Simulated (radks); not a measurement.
Results of a calculation; reference values are marked as such.
Charge is removed step by step from the 2p3/2 level of P3+, starting from [He] 2s2 2p(1/2: 2, 3/2: 4) 3s2. Level of theory: Dirac Kohn-Sham, PBE, spin-unpolarised, spherical densities, finite nucleus; Fermi nuclear charge, rms radius 3.1889 fm (a radial shooting solver on a logarithmic mesh with Libxc functionals).

removed (e),E - E(0) (eV),eigenvalue (eV),E minus straight line (eV)
0,0.000,-162.69,0.000
0.1,16.465,-166.62,-1.811
0.2,33.325,-170.57,-3.229
0.3,50.581,-174.56,-4.249
0.4,68.238,-178.58,-4.869
0.5,86.298,-182.63,-5.085
0.6,104.77,-186.72,-4.895
0.7,123.64,-190.84,-4.294
0.8,142.93,-194.98,-3.280
0.9,162.64,-199.16,-1.850
1,182.77,-203.37,0.000

Removing the whole electron costs 182.77 eV by Delta-SCF, against 162.69 eV from minus the eigenvalue at the starting occupation. Slater's transition state (half an electron removed) gives 182.63 eV. Integrating minus the eigenvalue over the occupation (Janak's theorem) gives 182.77 eV. The mean slope of the eigenvalue, de/dn, is 40.7 eV per electron.
